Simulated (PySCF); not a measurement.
Stepwise substitution at one centre (In F-Cl). All species are isolated molecules in the gas phase. Strings in code marks are SMILES.

The T1 excitation (TDA) from two functionals at the same geometries (PBE0-D4/def2-TZVP), both in PySCF: PBE-D3(BJ)/def2-TZVP and B3LYP-D3(BJ)/def2-TZVP. B3LYP has the VWN-RPA correlation part, as in Gaussian. Excitations are Tamm–Dancoff values on a coarser integration grid. The basis has no diffuse functions, so Rydberg states are missing or too high.

| species | PBE-D3(BJ)/def2-TZVP (eV) | B3LYP-D3(BJ)/def2-TZVP (eV) |
|---|---|---|
| 0 of 3 F replaced by Cl | 4.58 | 5.19 |
| 1 of 3 F replaced by Cl | 4.14 | 4.54 |
| 2 of 3 F replaced by Cl (`[In]([Cl])([Cl])[F]`) | 4.14 | 4.55 |
| 3 of 3 F replaced by Cl (`[Cl][In]([Cl])[Cl]`) | 4.11 | 4.56 |

Over these rows, drawn at random from the members with no instability flagged (it was tested for open shells, ions and some series alone), PBE minus B3LYP-D3(BJ): mean -0.47 eV, from -0.61 eV to -0.40 eV.
